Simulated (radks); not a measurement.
Q: All-electron calculation, non-relativistic Kohn-Sham, exchange-only LDA, spin-polarised, spherical densities, point nucleus. Program: a radial shooting solver on a logarithmic mesh with Libxc functionals. Response by self-consistent Sternheimer equations with the Hartree and adiabatic exchange-only LDA kernel. Rank He, Ne8+, Be2+, C4+, B3+, Li+, N5+, O6+, F7+ (NIST ground configurations) by static dipole polarisability, largest first.

A: He 1.765, Li+ 0.2197, Be2+ 0.05730, B3+ 0.02108, C4+ 0.009492, N5+ 0.004886, O6+ 0.002765, F7+ 0.001681, Ne8+ 0.001080 bohr^3.
